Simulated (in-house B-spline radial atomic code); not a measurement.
# RPA and G0W0 on PBE0: the xenon ion Xe⁷⁺

Configuration [Kr] 4d10 5s1, highest spin, mean-field start PBE0. Computed with a B-spline radial code for spherical atoms: all electrons, non-relativistic, point nucleus, each spin shell either full or empty, empty states to l = 9 with an (l + 1/2)⁻⁴ tail; G0W0 by contour deformation at full frequency.

Without relativity these are model numbers: it shifts the levels of so heavy an element strongly and can reorder them.

Command:
```bash
python run_gw.py task.json out
```
Settings (radii: box in bohr, nucleus in fm):
```
Z                        54
electrons                47
configuration            [Kr] 4d10 5s1
hamiltonian              nr
method                   pbe0
lmax                     9
spin_polarised           True
box_radius               8.41
intervals                51
ion_configuration        [Kr] 4d10
```

Run time, properties included: 8.5 s on 1 thread of Arm Neoverse N1, on a shared host.

Energies (hartree):

```
                                     term        value
                         mean-field total  -7222.86876
Hartree-Fock functional on these orbitals  -7220.83804
                      direct second order      -4.0858
                    second-order exchange       1.1258
                         SOSEX correction       1.0599
```

Task: What is the RPA correlation energy, and what remains with SOSEX?

Result: RPA gives -3.6599 hartree (-2.12 eV per electron); RPA + SOSEX gives -2.6, and the second-order doubles -2.96 hartree (no singles). RPA lacks exchange-type terms and so overcorrelates at short range.

Quasi-particle levels (eV):

```json
{"level": "5s up", "occupied": "yes", "mean field": "-98.14", "Σx - vxc": "-2.75", "Σc": "?", "QP weight": "?", "G0W0": "?"}
{"level": "4d down", "occupied": "yes", "mean field": "-156.09", "Σx - vxc": "-9.23", "Σc": "0.35", "QP weight": "0.963", "G0W0": "-164.98"}
{"level": "4d up", "occupied": "yes", "mean field": "-156.44", "Σx - vxc": "-9.23", "Σc": "0.33", "QP weight": "0.951", "G0W0": "-165.34"}
{"level": "5s down", "occupied": "no", "mean field": "-93.33", "Σx - vxc": "7.17", "Σc": "-2.99", "QP weight": "0.963", "G0W0": "-89.16"}
```

G0W0 = mean field + (Σx - vxc) + Σc, with Σc (partial-wave tail included) taken at the quasi-particle energy. Only the outer levels were computed. Levels of low weight are left out.

Task: Where does G0W0 put 5s up?

Result: At -103.21 eV, with Σc = -2.32 eV and a quasi-particle weight of 0.975. The tabulated removal energy is 105.978 ± 0.0025 eV (NIST, measured); the calculation leaves out relativity, Breit and QED terms, and what these don't explain is the method's own error.

Task: What does it cost to remove one electron (to [Kr] 4d10) by differences of total energies, each species on its own start (correlation terms add to the Hartree-Fock functional)?

Result: PBE0 102.85 eV, Hartree-Fock functional 100.73 eV, + RPA 102.97 eV, + RPA + SOSEX 102.23 eV, + second order 103.11 eV. Tabulated: 105.978 ± 0.0025 eV (NIST, measured); the calculation leaves out relativity, Breit and QED terms, and what these don't explain is the method's own error.
